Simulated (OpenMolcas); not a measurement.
## Sn: CASPT2 settings compared

```yaml
Program: OpenMolcas
Basis: ANO-RCC-VTZP [7s6p4d2f1g]
Scalar_Hamiltonian: X2C, point nucleus
Active_space: 4 electrons in 4 orbitals (5s 5p)
State_averaging: 2S+1 = 3 even, 3 roots; 2S+1 = 1 even, 6 roots kept (CI in the orbitals of an earlier block); 2S+1 = 5 odd, 1 root; 2S+1 = 3 odd, 5 roots kept (CI in the orbitals of an earlier block, 0 in the spin-orbit step)
Spin-orbit_coupling: state interaction with AMFI integrals over the reference wave functions, term energies averaged over their components
```

Methods on the same reference wave functions:
A. CASSCF
B. SS-CASPT2, IPEA 0.3 Eh, sigma2 regulariser 0.05 Eh (closed shells correlated: none)
C. SS-CASPT2, IPEA 0.3 Eh, imaginary shift 0.15 Eh (closed shells correlated: none)
D. SS-CASPT2, IPEA 0.2 Eh, imaginary shift 0.05 Eh (closed shells correlated: 4d)

Energies in cm⁻¹ above 5s² 5p² ³P₀, the measured ground level; measured values from NIST Handbook of Basic Atomic Spectroscopic Data.

```json
{"Level": "5s² 5p² ³P₀", "A": "0.0", "B": "0.0", "C": "0.0", "D": "0.0", "Measured": "0.0"}
{"Level": "5s² 5p² ³P₁", "A": "1449", "B": "1487", "C": "1486", "D": "1448", "Measured": "1692"}
{"Level": "5s² 5p² ³P₂", "A": "3142", "B": "3070", "C": "3070", "D": "3030", "Measured": "3428"}
{"Level": "5s² 5p² ¹D₂", "A": "10537", "B": "8530", "C": "8540", "D": "8450", "Measured": "8613"}
{"Level": "5s² 5p² ¹S₀", "A": "17658", "B": "16410", "C": "16430", "D": "17700", "Measured": "17162"}
{"Level": "5s 5p³ ⁵S°₂", "A": "28056", "B": "32680", "C": "32680", "D": "38060", "Measured": "39626"}
```

Deviations, from unrounded energies. A percentage is the sum of absolute deviations over the sum of measured energies, with the sign that they share, or ± where signs differ.

| Against measurement | Levels | A | B | C | D |
| --- | --- | --- | --- | --- | --- |
| mean absolute deviation (cm-1) | 5 | 2900 | 1700 | 1700 | 580 |
| fine structure of the ground term (%) | 2 | -10.3 | -11.0 | -11.0 | -12.6 |
| other terms of the ground configuration (%) | 2 | +9.4 | -3.2 | -3.1 | ±2.7 |
| other configurations (%) | 1 | -29.2 | -17.5 | -17.5 | -4.0 |

D lies closest to measurement on these levels and A furthest from it. The largest miss of D in the table is 5s 5p³ ⁵S°₂, by -1600 cm-1. The ranking rests on the paired levels alone, and a cruder setting can come out closer through cancelling errors.

Among B to D the level of the table that moves most is 5s 5p³ ⁵S°₂, by 5400 cm-1 (lowest in C, highest in D). Moves below CASPT2's spread within the term are not significant.

From A to B the spin-free energies of the other terms of 5s² 5p² shown, above ³P, scale by factors of 0.73 to 0.91.

The lowest spin-free term lies below A's lowest term by 0.036 hartree in B, 0.036 hartree in C, 0.465 hartree in D.

CASPT2 does not keep the components of a term degenerate, so their means are used; among the terms shown or strongly mixed into the levels shown the widest spread is 16 cm-1 (5s² 5p² ¹D, B). Some high roots are left out of the spin-orbit mixing, which shifts the levels that they would mix with. Terms from blocks run as CI alone lack orbitals of their own. Terms of s pⁿ other than that of highest spin mix with s² pⁿ⁻² d, which this space lacks; all of them can be thousands of cm-1 off, and some have no real level of that name. Measured partners are found by configuration, term and J. A level has none where our copy of the source lacks it or the pairing is in doubt (some pairs that miss far off the trend of their configuration count as doubtful), and it then counts in no deviation. Only configurations of the active space appear.

° marks odd parity.
